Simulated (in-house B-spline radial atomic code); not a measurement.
**How G0W0 and RPA depend on the start: Eu III (Eu2+)**

Configuration [Xe] 4f7, highest spin. Computed with an all-electron radial atomic-structure program (B-spline basis): all electrons, scalar-relativistic (spin-free one-electron X2C), finite nucleus, each spin shell either full or empty, empty states to l = 9 with an (l + 1/2)⁻⁴ tail; G0W0 by contour deformation at full frequency.

Without the two-electron picture change, the correlation of inner shells comes somewhat too large for so heavy an element.

| start | mean-field 4f up (eV) | G0W0 (eV) | QP weight | RPA correlation (Eh) |
| --- | --- | --- | --- | --- |
| Hartree-Fock | -27.709 | -25.711 | 0.934 | -4.8366 |
| LDA VWN5 | -17.888 | -24.856 | 0.810 | -5.2768 |
| PBE | -17.648 | -24.766 | 0.789 | -5.2717 |
| PBE0 | -20.274 | -25.195 | 0.873 | -5.1468 |
| r2SCAN | -17.760 | -24.789 | 0.827 | -5.1973 |
| HSE06 | -19.814 | -25.140 | 0.864 | -5.1575 |
| B3LYP (VWN-RPA) | -19.708 | -25.191 | 0.860 | -5.1727 |
| SCAN | -17.945 | ? | ? | ? |
| TPSS | -17.491 | -24.836 | 0.768 | -5.2542 |
| BHandHLYP | -22.795 | -25.457 | 0.902 | -5.0362 |
| CAM-B3LYP | -21.617 | ? | ? | ? |
| LC-wPBE | -22.656 | -25.938 | 0.904 | -5.1183 |
| wB97X | -22.517 | -25.720 | 0.905 | -5.0945 |
| PBEsol | -17.669 | -24.808 | 0.799 | -5.2736 |
| r2SCAN0 | -20.431 | -25.163 | 0.882 | -5.0977 |
| LDA exchange-only | -16.485 | -24.976 | 0.752 | -5.278 |

Problem. What G0W0 level, weight and RPA correlation energy follow from the SCAN start?

Solution. G0W0 level -24.909 eV, weight 0.827, RPA correlation -5.2073 hartree.

Problem. What G0W0 level, weight and RPA correlation energy follow from the CAM-B3LYP start?

Solution. G0W0 level -25.634 eV, weight 0.890, RPA correlation -5.1198 hartree.

Problem. How much of the dependence on the start does G0W0 remove?

Solution. The mean-field levels span 11.2 eV and the G0W0 levels 1.17 eV. Against 24.84 ± 0.03 eV (NIST, semi-empirical) the G0W0 removal energies are off by -0.07 to +1.10 eV, with spin-orbit coupling, Breit and QED terms left out.
